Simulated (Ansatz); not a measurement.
`[SiH3]/C=C/[SiH3]` and `[SiH3]/C=C/Br` differ in one atom or group.

Ansatz, PBE0-D4/def2-TZVP geometries, multiplicity 1. 

Scalar relativity is left out up to krypton. Spin–orbit coupling is left out; it splits and shifts lone-pair levels of the heavy atoms by tenths of an eV.

```json
{"property": "HOMO–LUMO gap (B3LYP/def2-TZVPP) / eV", "`[SiH3]/C=C/[SiH3]`": "6.66"}
{"property": "LUMO energy (PBE0/def2-TZVPP) / eV", "`[SiH3]/C=C/[SiH3]`": "-1.00"}
{"property": "size of the dipole moment (B3LYP/def2-TZVPP) / D", "`[SiH3]/C=C/[SiH3]`": "0.00"}
{"property": "HOMO–LUMO gap (PBE0/def2-TZVPP) / eV", "`[SiH3]/C=C/[SiH3]`": "7.07"}
{"property": "HOMO energy (PBE/def2-TZVPP) / eV", "`[SiH3]/C=C/[SiH3]`": "-6.97"}
{"property": "HOMO–LUMO gap (PBE/def2-TZVPP) / eV", "`[SiH3]/C=C/[SiH3]`": "4.99"}
```

(1) What does the change do to each property? (Estimate.)

Results:

(1) Computed: 
| property | `[SiH3]/C=C/Br` | shift |
| --- | --- | --- |
| HOMO–LUMO gap (B3LYP/def2-TZVPP) / eV | 6.27 | -0.39 |
| LUMO energy (PBE0/def2-TZVPP) / eV | -0.84 | 0.16 |
| size of the dipole moment (B3LYP/def2-TZVPP) / D | 0.88 | 0.88 |
| HOMO–LUMO gap (PBE0/def2-TZVPP) / eV | 6.70 | -0.37 |
| HOMO energy (PBE/def2-TZVPP) / eV | -6.43 | 0.54 |
| HOMO–LUMO gap (PBE/def2-TZVPP) / eV | 4.63 | -0.36 |

With PBE0 the HOMO rises by 0.52 eV and the LUMO rises by 0.16 eV, so the gap narrows by about 0.36 eV. PBE moves the HOMO by 0.54 eV and ωB97M-V by 0.57 eV.

B3LYP here is the variant with VWN-RPA as its local correlation; programs differ in this.
